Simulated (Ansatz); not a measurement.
Reaction (ligand exchange at the In–Br bond): `[SiH3][O][In]([SH])[Br]` + H–F → `[F][In]([SH])[O][SiH3]` + HBr

Isolated molecules relaxed with PBE0-D4/def2-TZVP in Ansatz; ΔE leaves out vibrations. CCSD(T)/CBS adds triple-zeta CCSD(T) − MP2 to the extrapolated MP2 energy (def2 sets, frozen cores). This one scheme is used for every species. Elements past krypton have def2 core potentials. For Br, In outer-core shells are correlated without core-valence functions, which leaves a few kJ/mol of doubt a bond. Scalar relativity is left out up to krypton. One conformer a species, not always the lowest.

```
                  species  CCSD(T)/CBS(def2) energy (Eh)
`[SiH3][O][In]([SH])[Br]`                    -3527.71544
                      H–F                     -100.39570
 `[F][In]([SH])[O][SiH3]`                    -1054.15995
                      HBr                    -2573.91920
```

Q: Work out ΔE.

A: ΔE = (-1054.15995) + (-2573.91920) − (-3527.71544) − (-100.39570) = 0.03199 Eh = +0.87 eV.

Largest T1 diagnostic among the species: 0.015.

From PBE to PBE0 (25 % exact exchange), in def2-TZVPP and without D4, ΔE moves by +0.11 eV. The D4 term adds +0.07 eV with B3LYP and +0.04 eV with PBE0; it sums over pairs of atoms, weighted by their polarisabilities, and B3LYP, whose exchange is more repulsive, gets the larger term.

B3LYP here is the variant with VWN-RPA as its local correlation; programs differ in this.
